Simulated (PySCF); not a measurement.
methyl (Z)-2,3-difluoroprop-2-enoate (C4H4F2O2), SMILES COC(/C(F)=C/F)=O. Heavy atoms are numbered as in [CH3:1][O:2][C:3](=[O:4])/[C:5]([F:6])=[CH:7]/[F:8]. Hydrogens are named by the atom that carries them.

The structure is a stationary point at B3LYP-D3(BJ)/def2-SVP. Other conformers were not sampled.

Level of theory: PBE0/def2-TZVP (PySCF).

Atomic charges (e), one atom of each kind:

```
atom      Löwdin    Mulliken    IAO
--------  ------  ----------  -----
C1 (CH3)   -0.31  (withheld)  -0.22
O2          0.26       -0.20  -0.33
C3         -0.48        0.29   0.51
O4          0.11       -0.34  -0.48
C5         -0.29  (withheld)   0.19
F6          0.22       -0.16  -0.25
C7 (CH)    -0.23  (withheld)   0.15
F8          0.21  (withheld)  -0.24
H on C1     0.12  (withheld)   0.16
H on C7     0.15        0.17   0.19
```

**Question.** Complete the blanks. (An estimate is asked for; the answer gives what the named calculation found.)

**Answer.** 
- C1 (CH3), Mulliken: -0.23
- C5, Mulliken: 0.13
- C7 (CH), Mulliken: 0.07
- F8, Mulliken: -0.15
- H on C1, Mulliken: 0.14

Computed Mayer and Wiberg (Löwdin basis) orders of the bonds:
```json
[
 {"bond": "C1–O2", "Mayer": "0.90", "Wiberg": "1.39"},
 {"bond": "O2–C3", "Mayer": "1.22", "Wiberg": "1.70"},
 {"bond": "C3–O4", "Mayer": "1.97", "Wiberg": "2.60"},
 {"bond": "C3–C5", "Mayer": "1.00", "Wiberg": "1.14"},
 {"bond": "C5–F6", "Mayer": "1.09", "Wiberg": "1.75"},
 {"bond": "C5–C7", "Mayer": "1.77", "Wiberg": "1.90"},
 {"bond": "C7–F8", "Mayer": "1.09", "Wiberg": "1.81"}
]
```
